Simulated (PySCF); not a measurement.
**Name the molecule from its bond curve**

A diatomic of charge 0 contains I. Its singlet curve at PBE0 in a double-zeta basis (scalar-relativistic core potentials, PySCF), in eV from the separated fragments:

```csv
R (Å),E (eV)
1.840,-2.895
1.926,-3.380
2.012,-3.643
2.076,-3.734
2.140,-3.758
2.204,-3.730
2.290,-3.632
2.397,-3.444
2.525,-3.160
2.696,-2.736
```

The fit gives ωe = 587 cm⁻¹ and the rotational constant Bₑ = 0.3653 cm⁻¹.

Question: Which atom is the partner?

Answer: The minimum lies at 2.134 Å, so the reduced mass is 16.8576 u Å² cm⁻¹/(Bₑ·Re²) = 10.13 u. With I at 126.90 u the partner weighs about 11.0 u: B. The molecule is BI.

Spin–orbit coupling is left out.
